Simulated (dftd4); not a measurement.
H2MoO4 (SMILES [O]=[Mo](=[O])([OH])[OH]), singlet, geometry from GFN2-xTB (such geometries of metal compounds can be far from the true shape); D4 for pbe0 (dftd4).

dftd4 was given this input:
```
$ dftd4 mol.xyz --func pbe0 --charge 0 --json dftd4.json --noedisp --property

# file mol.xyz
7

Mo     0.04556687     0.00083011     0.00560237
O      1.10220482     0.78882640    -0.97552653
O      0.86074293    -0.75306665     1.21686762
O     -0.81590576    -1.20963679    -0.94058850
H     -1.09733612    -1.94764307    -1.49061800
O     -1.06225200     1.17542170     0.70967220
H     -1.49479228     1.90042130     1.17192022
```

Question: What does dftd4 print? Leave out banner, timings and long lists.

Answer: 
```
                    ____  _____ _____     ____  _  _
      -------------|  _ \|  ___|_   _|---|  _ \| || |------------
     |             | | | | |_    | | ___ | | | | || |_           |
     |             | |_| |  _|   | ||___|| |_| |__   _|          |
     |             |____/|_|     |_|     |____/   |_|            |
     |             ===================================           |
     |            E. Caldeweyher, S. Ehlert & S. Grimme          |
     |          Mulliken Center for Theoretical Chemistry        |
     |                    University of Bonn                     |
      -----------------------------------------------------------

Rational (Becke-Johnson) damping: pbe0-D4-ATM
---------------------
  s6         1.0000
  s8         1.2007
  s9         1.0000
  a1         0.4009
  a2         5.0293
 alp        16.0000
--------------------

Atomic data, radii in Ångström:
------------------------------------------------------
   Z          R(cov)      r4/r2   hardness         EN
------------------------------------------------------
  42 Mo       1.6533     3.2784     0.2148     2.1600
   8 O        0.8400     1.3725     0.5869     3.4400
   1 H        0.4267     1.0622     0.4726     2.2000
------------------------------------------------------

Atomic reference systems (in atomic units):
----------------------------------------------------------------------------
   Z        #      CN     q+Z       C6(AA)   #      CN     q+Z       C6(AA)
----------------------------------------------------------------------------
  42 Mo     1  0.0000 14.0000     868.9082   2  1.8951 14.4674     355.7494
            3 10.7785 14.4734     253.6894   4  5.5965 14.5943     263.3656
   8 O      1  0.0000  8.0000      15.5711   2  0.8042  7.6453      20.8489
            3  1.6112  7.4012      24.8631   4  0.9798  8.0000      14.9880
   1 H      1  0.0000  1.0000       7.6362   2  0.8942  1.0000       3.0374
----------------------------------------------------------------------------

Atomic properties (in atomic units):
----------------------------------------------------------------------------
     #    Z              CN          q      C6(AA)        C8(AA)   alpha(0)
----------------------------------------------------------------------------
     1   42 Mo       3.2169     1.8547    282.7084    32553.1801    40.8600
     2    8 O        0.8042    -0.5888     25.7843      520.3402     6.8126
     3    8 O        0.8042    -0.5888     25.7843      520.3402     6.8126
     4    8 O        1.6087    -0.7159     27.9324      563.6905     7.1472
     5    1 H        0.8058     0.3774      0.5281        6.3837     1.1414
     6    8 O        1.6087    -0.7159     27.9324      563.6905     7.1472
     7    1 H        0.8058     0.3774      0.5281        6.3837     1.1414
----------------------------------------------------------------------------

Molecular properties (in atomic units):
----------------------------------------
 molecular C6                1444.3438
 molecular C8               74004.6968
----------------------------------------

Dispersion energy:      -5.2271795052458E-03 Eh

[Info] JSON dump of results written to 'dftd4.json'
```
